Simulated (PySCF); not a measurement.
CH$_{2}$O, charge +1, doublet, geometry from GFN2-xTB (a state made from the parent by changing its charge; the spin is typed, not shown lowest); HF/6-31G** in PySCF.

Input for PySCF:
```python
from pyscf import gto, scf

mol = gto.Mole()
mol.atom = '''
    O    -0.032826    0.015634    0.660001
    C     0.024264   -0.011556   -0.487850
    H     0.034811    0.877051   -1.199067
    H     0.082215   -0.932787   -1.153838
'''
mol.basis = '6-31g**'
mol.charge = 1
mol.spin = 1
mol.verbose = 4
mol.build()

mf = scf.UHF(mol)
mf.kernel()
mf.analyze()
```

It wrote (shortened):

```
PySCF version 2.14.0

[INPUT] verbose = 4
[INPUT] num. atoms = 4
[INPUT] num. electrons = 15
[INPUT] charge = 1
[INPUT] spin (= nelec alpha-beta = 2S) = 1
[INPUT] symmetry False subgroup None
[INPUT] Mole.unit = angstrom
[INPUT] Symbol           X                Y                Z      unit          X                Y                Z       unit  Magmom
[...]
nuclear repulsion = 32.0964417488395
number of shells = 18
number of NR pGTOs = 68
number of NR cGTOs = 38
basis = 6-31g**
ecp = {}

******** <class 'pyscf.scf.uhf.UHF'> ********
method = UHF
initial guess = minao
damping factor = 0
level_shift factor = 0
DIIS = <class 'pyscf.scf.diis.CDIIS'>
diis_start_cycle = 1
diis_space = 8
diis_damp = 0
SCF conv_tol = 1e-09
SCF conv_tol_grad = None
SCF max_cycles = 50
direct_scf = True
direct_scf_tol = 1e-13
number electrons alpha = 8  beta = 7
Set gradient conv threshold to 3.16228e-05
init E= -114.057947975335

cycle= 1 E= -113.345152483771  delta_E= 0.713  |g|= 0.479  |ddm|= 1.27
cycle= 2 E= -113.434507020407  delta_E= -0.0894  |g|= 0.39  |ddm|= 0.522
cycle= 3 E= -113.491628777962  delta_E= -0.0571  |g|= 0.0734  |ddm|= 0.232
cycle= 4 E= -113.50025144107  delta_E= -0.00862  |g|= 0.0532  |ddm|= 0.086
cycle= 5 E= -113.506440664039  delta_E= -0.00619  |g|= 0.0297  |ddm|= 0.0861
cycle= 6 E= -113.50972820577  delta_E= -0.00329  |g|= 0.0107  |ddm|= 0.0848
cycle= 7 E= -113.510060961868  delta_E= -0.000333  |g|= 0.00453  |ddm|= 0.0256
cycle= 8 E= -113.510121219602  delta_E= -6.03e-05  |g|= 0.00254  |ddm|= 0.0143
cycle= 9 E= -113.510139404008  delta_E= -1.82e-05  |g|= 0.00179  |ddm|= 0.00693
cycle= 10 E= -113.510147347712  delta_E= -7.94e-06  |g|= 0.000996  |ddm|= 0.00679
cycle= 11 E= -113.510150475577  delta_E= -3.13e-06  |g|= 0.000294  |ddm|= 0.00312
cycle= 12 E= -113.510150805646  delta_E= -3.3e-07  |g|= 6.47e-05  |ddm|= 0.00138
cycle= 13 E= -113.510150812064  delta_E= -6.42e-09  |g|= 1.84e-05  |ddm|= 0.000175
cycle= 14 E= -113.510150812881  delta_E= -8.17e-10  |g|= 3.55e-06  |ddm|= 5.01e-05
Extra cycle  E= -113.51015081289  delta_E= -9.89e-12  |g|= 1.7e-06  |ddm|= 3.59e-06
converged SCF energy = -113.51015081289  <S^2> = 0.78965942  2S+1 = 2.0392738
**** SCF Summaries ****
Total Energy =                        -113.510150812890458
Nuclear Repulsion Energy =              32.096441748839538
One-electron Energy =                 -212.605788397906906
Two-electron Energy =                   66.999195836176895
Two-electron Coulomb Energy =           80.793765049251391
DFT Exchange-Correlation Energy =      -13.794569213074496
**** MO energy ****
                             alpha | beta                alpha | beta
[...]
To work with the spin densities directly, `use mulliken_meta_spin()` only printing them here.

 ** Mulliken spin pop alpha/beta on meta-lowdin orthogonal AOs **
 ** Mulliken Spin Density (per AO)  **
spin_pop of  0 O 1s       -0.00000
spin_pop of  0 O 2s        0.02749
spin_pop of  0 O 3s       -0.00038
spin_pop of  0 O 2px       0.11507
spin_pop of  0 O 2py       0.83070
spin_pop of  0 O 2pz       0.00970
spin_pop of  0 O 3px       0.00125
spin_pop of  0 O 3py       0.00470
spin_pop of  0 O 3pz       0.00147
spin_pop of  0 O 3dxy      0.00000
spin_pop of  0 O 3dyz      0.00130
spin_pop of  0 O 3dz^2     0.00013
spin_pop of  0 O 3dxz     -0.00018
spin_pop of  0 O 3dx2-y2   -0.00009
spin_pop of  1 C 1s        0.00000
spin_pop of  1 C 2s       -0.04890
spin_pop of  1 C 3s       -0.00007
spin_pop of  1 C 2px      -0.11548
spin_pop of  1 C 2py      -0.07989
spin_pop of  1 C 2pz      -0.03814
spin_pop of  1 C 3px       0.00046
spin_pop of  1 C 3py       0.00276
spin_pop of  1 C 3pz      -0.00052
spin_pop of  1 C 3dxy      0.00001
spin_pop of  1 C 3dyz      0.00349
spin_pop of  1 C 3dz^2    -0.00004
spin_pop of  1 C 3dxz     -0.00065
spin_pop of  1 C 3dx2-y2    0.00035
spin_pop of  2 H 1s        0.14082
spin_pop of  2 H 2s        0.00135
spin_pop of  2 H 2px      -0.00000
spin_pop of  2 H 2py       0.00035
spin_pop of  2 H 2pz       0.00022
spin_pop of  3 H 1s        0.14082
spin_pop of  3 H 2s        0.00135
spin_pop of  3 H 2px       0.00000
spin_pop of  3 H 2py       0.00037
spin_pop of  3 H 2pz       0.00020
 ** Mulliken Spin Density (per atom)  **
spin density of  0 O =      0.99114
spin density of  1 C =     -0.27661
spin density of  2 H =      0.14274
spin density of  3 H =      0.14274
 ** Mulliken pop alpha/beta on meta-lowdin orthogonal AOs **
 ** Mulliken pop       alpha | beta **
[...]
In total             8.00000 | 7.00000
 ** Mulliken atomic charges   ( Nelec_alpha | Nelec_beta ) **
charge of  0O =      0.14757  (     4.42178      3.43064 )
charge of  1C =      0.33243  (     2.69548      2.97209 )
charge of  2H =      0.26000  (     0.44137      0.29863 )
charge of  3H =      0.26000  (     0.44137      0.29863 )

WARN: System has nonzero charge 1; the dipole moment is origin-dependent.
Location of origin: [0. 0. 0.]

Dipole moment(X, Y, Z, Debye):  0.16694, -0.07951, -3.35639
```
